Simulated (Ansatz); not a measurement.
Job for Ansatz (a program for electronic structure): R-CAM-B3LYP/def2-TZVPP on C2H6 (SMILES CC).

Ansatz 0.2 input:
```yaml
crystal:
  periodic: [false, false, false]
  atoms:
    - {symbol: C, position_ang: [-0.00000003, 0.00000000, 0.76311124]}
    - {symbol: H, position_ang: [1.01714846, -0.00000000, 1.16015116]}
    - {symbol: H, position_ang: [-0.50857420, 0.88087633, 1.16015119]}
    - {symbol: H, position_ang: [-0.50857420, -0.88087633, 1.16015119]}
    - {symbol: C, position_ang: [0.00000003, -0.00000000, -0.76311124]}
    - {symbol: H, position_ang: [0.50857420, 0.88087633, -1.16015119]}
    - {symbol: H, position_ang: [-1.01714846, -0.00000000, -1.16015116]}
    - {symbol: H, position_ang: [0.50857420, -0.88087633, -1.16015119]}
basis:
  gaussian:
    orbitals: def2-TZVPP
hamiltonian:
  xc: {name: CAM-B3LYP}
scf: {lower_state_search: off}
```

Program output:

```
WARN ansatz: RAYON_NUM_THREADS=4 ignored (pool sized by the plan → 4); use --threads N
Functional definition: CAM-B3LYP
these checks for a lower state are left out or cut short: stability, starts, cluster_reference, orbital_swaps, neighbouring_geometries, increment
integrals: 0.04 GiB planned
714 factors; their error is unknown
integrals: 0.08 GiB planned
204 factors; integrals over basis functions are off by at most 8.9e-6 eV
mean field: 0.53 GiB planned
mean field evaluation 1: about -2166.6876 eV, gradient 4.7e1 eV
mean field evaluation 2: about -2167.3337 eV, gradient 4.3e1 eV
mean field evaluation 4: about -2171.6629 eV, gradient 3.0e-1 eV
mean field evaluation 8: about -2171.6454 eV, gradient 2.3e-3 eV
mean field -2171.64537253 eV, -79.8064954464 hartree, gradient 1.5e-6 eV, S^2 0.000000; 0 other end points of the search recorded, 0 dependent functions left out
reference -2171.64548902 eV, -79.8064997272 hartree; 9, 9 occupied and 137, 137 virtual orbitals, 714 factors
Total energy: -2171.64548902 eV, -79.8064997272 hartree
Checks for a lower state left out: stability, starts, cluster_reference, orbital_swaps, neighbouring_geometries, increment
```

The run converged.

Cost: very roughly 1.7 core-seconds.
